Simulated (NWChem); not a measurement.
System: CH₄AlClS; SMILES [CH3][Al]([SH])[Cl]

Here is an NWChem input.

```
start job
memory heap 200 mb stack 900 mb global 1100 mb
geometry units angstroms noautoz
  Al    -0.359790     0.018003     0.071519
  Cl     0.671322    -1.792617     0.390006
  C     -2.299358     0.054491     0.033233
  H     -2.710629     1.060441    -0.141057
  H     -2.706121    -0.321109     0.986703
  H     -2.677115    -0.611850    -0.759815
  S      0.935528     1.753076    -0.195753
  H     -0.099324     2.609044    -0.355408
end
basis spherical
  Al library def2-svp
  Cl library def2-svp
  C library def2-svp
  H library def2-svp
  S library def2-svp
end
dft
  xc b3lyp
  iterations 150
  mulliken
end
task dft energy
```

NWChem printed, in part:

```
             Northwest Computational Chemistry Package (NWChem) 7.3.0
             --------------------------------------------------------

 CS  symmetry detected

                             Geometry "geometry" -> ""
                             -------------------------

 Output coordinates in angstroms (scale by  1.889725989 to convert to a.u.)

  No.       Tag          Charge          X              Y              Z
 ---- ---------------- ---------- -------------- -------------- --------------
    1 Al                  13.0000    -0.35373950    -0.02679198     0.00000000
    2 Cl                  17.0000     0.83030891    -1.77063833     0.00000000
    3 C                    6.0000    -2.29012202    -0.14985288     0.00000000
    4 H                    1.0000    -2.78689059     0.83232695     0.00000000
    5 H                    1.0000    -2.63612676    -0.70841594     0.88539494
    6 H                    1.0000    -2.63612676    -0.70841594    -0.88539494
    7 S                   16.0000     0.78756487     1.83255890     0.00000000
    8 H                    1.0000    -0.31779958     2.61182716     0.00000000

 Effective nuclear repulsion energy (a.u.)     239.2218157265

      Symmetry information
      --------------------

 Group name             Cs
 Group number              2
 Group order               2
 No. of unique centers     7

                                 NWChem DFT Module
                                 -----------------

 Summary of "ao basis" -> "ao basis" (spherical)
 ------------------------------------------------------------------------------
       Tag                 Description            Shells   Functions and Types
 ---------------- ------------------------------  ------  ---------------------
 Al                         def2-svp                 8       18   4s3p1d
 Cl                         def2-svp                 8       18   4s3p1d
 C                          def2-svp                 6       14   3s2p1d
 H                          def2-svp                 3        5   2s1p
 S                          def2-svp                 8       18   4s3p1d

      Symmetry analysis of basis
      --------------------------

        a'         62
        a"         26

            General Information
            -------------------
          SCF calculation type: DFT
          Wavefunction type:  closed shell.
          No. of atoms     :     8
          No. of electrons :    56
           Alpha electrons :    28
            Beta electrons :    28
          Charge           :     0
          Spin multiplicity:     1
          Use of symmetry is: on ; symmetry adaption is: on
          Maximum number of iterations: 150
          AO basis - number of functions:    88
                     number of shells:    42
          Convergence on energy requested:  1.00D-06
          Convergence on density requested:  1.00D-05
          Convergence on gradient requested:  5.00D-04

              XC Information
              --------------
                         B3LYP Method XC Potential
                     Hartree-Fock (Exact) Exchange  0.200
                        Slater Exchange Functional  0.800 local
                    Becke 1988 Exchange Functional  0.720 non-local
              Lee-Yang-Parr Correlation Functional  0.810
                  VWN I RPA Correlation Functional  0.190 local

             Grid Information
             ----------------
          Grid used for XC integration:  medium
          Radial quadrature: Mura-Knowles
          Angular quadrature: Lebedev.
          Tag              B.-S. Rad. Rad. Pts. Rad. Cut. Ang. Pts.
          ---              ---------- --------- --------- ---------
          Al                  1.25       88           9.0       590
          Cl                  1.00       88          11.0       590
          C                   0.70       49          10.0       434
          H                   0.35       45          11.0       434
          S                   1.00       88          11.0       590
          Grid pruning is: on
          Number of quadrature shells:   448
          Spatial weights used:  Erf1

      Superposition of Atomic Density Guess
      -------------------------------------

 Sum of atomic energies:       -1138.08418142

      Non-variational initial energy
      ------------------------------

 Total energy =   -1139.328735
 1-e energy   =   -2049.614884
 2-e energy   =     671.064333
 HOMO         =      -0.336514
 LUMO         =       0.015352

      Symmetry analysis of molecular orbitals - initial
      -------------------------------------------------

  Numbering of irreducible representations:

     1 a'          2 a"

  Orbital symmetries:

     1 a'          2 a'          3 a'          4 a'          5 a'
     6 a'          7 a'          8 a'          9 a"         10 a'
    11 a'         12 a"         13 a'         14 a'         15 a'
    16 a"         17 a'         18 a'         19 a'         20 a'
    21 a'         22 a"         23 a'         24 a"         25 a'
    26 a'         27 a'         28 a"         29 a'         30 a"
    31 a'         32 a'         33 a'         34 a"         35 a'
    36 a'         37 a'         38 a'

     ---------------------------------------------
      Total Density - Mulliken Population Analysis
     ---------------------------------------------

    Atom       Charge   Shell Charges
 -----------   ------   -------------------------------------------------------
    1 Al  13    11.89   2.00  1.99  0.82  0.09  5.93  0.56  0.33  0.17
    2 Cl  17    17.49   2.00  1.99  1.23  0.72  5.94  2.19  3.41  0.01
    3 C    6     6.71   1.99  0.96  0.30  2.14  1.31  0.01
    4 H    1     0.86   0.65  0.18  0.03
    5 H    1     0.86   0.65  0.18  0.03
    6 H    1     0.86   0.65  0.18  0.03
    7 S   16    16.55   2.00  1.99  1.20  0.64  5.94  1.84  2.92  0.02
    8 H    1     0.78   0.57  0.18  0.03

[...]
```

Level: B3LYP/def2-SVP. All runs use the structure optimised with PBE0/def2-SVP. B3LYP is NWChem's, with the RPA form of VWN correlation.
